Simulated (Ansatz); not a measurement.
Stepwise reaction of `[OH][InH2]` with hydrogen sulfide, as a gas-phase model of exchange steps in deposition or etching. ΔE in kJ/mol.

Calculated with Ansatz (gas phase, PBE0-D4/def2-TZVP geometries, no zero-point term in ΔE). CCSD(T)/CBS adds triple-zeta CCSD(T) − MP2 to the extrapolated MP2 energy (def2 sets, frozen cores). This one scheme is used for every species. DFT in def2-TZVPP. B3LYP here is the variant with VWN-RPA as its local correlation; programs differ in this. Elements past krypton have def2 core potentials. For In outer-core shells are correlated without core-valence functions, which leaves a few kJ/mol of doubt a bond. One conformer a species, not always the lowest.

```json
{"step": "1", "reaction": "`[OH][InH2]` + H₂S → `[OH][InH][SH]` + H₂", "PBE-D4": "-75.5", "B3LYP-D4": "-72.4", "ωB97M-V": "-70.4", "CCSD(T)/CBS": "-78.2"}
{"step": "2", "reaction": "`[OH][InH][SH]` + H₂S → `[OH][In]([SH])[SH]` + H₂", "PBE-D4": "-66.9", "B3LYP-D4": "-64.6", "ωB97M-V": "-61.3", "CCSD(T)/CBS": "-68.8"}
```

Problem. By hand: ΔE of the 2 steps together at CCSD(T)/CBS.

Solution. (-78.2) + (-68.8) = -147.0 kJ/mol, or -73.5 kJ/mol a step.

In ΔE each step is higher than the one before. All are downhill at CCSD(T)/CBS. PBE-D4 differs from CCSD(T)/CBS by 1.9 to 2.7 kJ/mol a step. Isolated molecules leave out the surface, adducts and barriers. Largest T1 diagnostic: 0.017.
